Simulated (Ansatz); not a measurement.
Start from `[CH3][W](=[O])(=[O])[OH]` and change one atom or group to get `[CH3][W]([CH3])(=[O])=[O]`.

Ansatz, PBE0-D4/def2-TZVP geometries, multiplicity 1. Each molecule was computed in one conformer, which needn't be the lowest.

Elements past krypton have def2 core potentials.

```
                                        property  `[CH3][W](=[O])(=[O])[OH]`
  size of the dipole moment (PBE/def2-TZVPP) / D                        3.51
               HOMO energy (PBE/def2-TZVPP) / eV                       -7.24
           LUMO energy (ωB97M-V/def2-TZVPP) / eV                        0.26
           HOMO energy (ωB97M-V/def2-TZVPP) / eV                      -11.23
  zero-point energy (PBE0-D4/def2-TZVP) / kJ/mol                       145.0
size of the dipole moment (B3LYP/def2-TZVPP) / D                        3.68
```

(1) What does the change do to each property? (Best estimate.)

## Answers

(1) The calculation gave: 
| property | `[CH3][W]([CH3])(=[O])=[O]` | shift |
| --- | --- | --- |
| size of the dipole moment (PBE/def2-TZVPP) / D | 3.55 | 0.04 |
| HOMO energy (PBE/def2-TZVPP) / eV | -7.24 | 0.00 |
| LUMO energy (ωB97M-V/def2-TZVPP) / eV | -0.34 | -0.60 |
| HOMO energy (ωB97M-V/def2-TZVPP) / eV | -11.04 | 0.19 |
| zero-point energy (PBE0-D4/def2-TZVP) / kJ/mol | 201.4 | 56.4 |
| size of the dipole moment (B3LYP/def2-TZVPP) / D | 3.79 | 0.11 |

With PBE0 the HOMO rises by 0.15 eV and the LUMO falls by 0.49 eV, so the gap narrows by about 0.64 eV. PBE moves the HOMO by 0.00 eV and ωB97M-V by 0.19 eV. The zero-point energy changes by 56.4 kJ/mol with +6 modes. Dipoles are sizes alone; their direction can turn.

B3LYP here is the variant with VWN-RPA as its local correlation; programs differ in this.
